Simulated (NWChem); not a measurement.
# BeGeSiH6; SMILES [SiH3][Be][GeH3]

Computed with NWChem. All runs use the structure optimised with PBE0/def2-SVP.

Question: What does the run give for PBE0/pcseg-2? Quantities: highest occupied level (eV); orbital gap (eV); dipole (D).

Answer: 
| Property | Value |
|---|---|
| highest occupied level (eV) | -7.49 |
| orbital gap (eV) | 5.66 |
| dipole (D) | 0.09 |
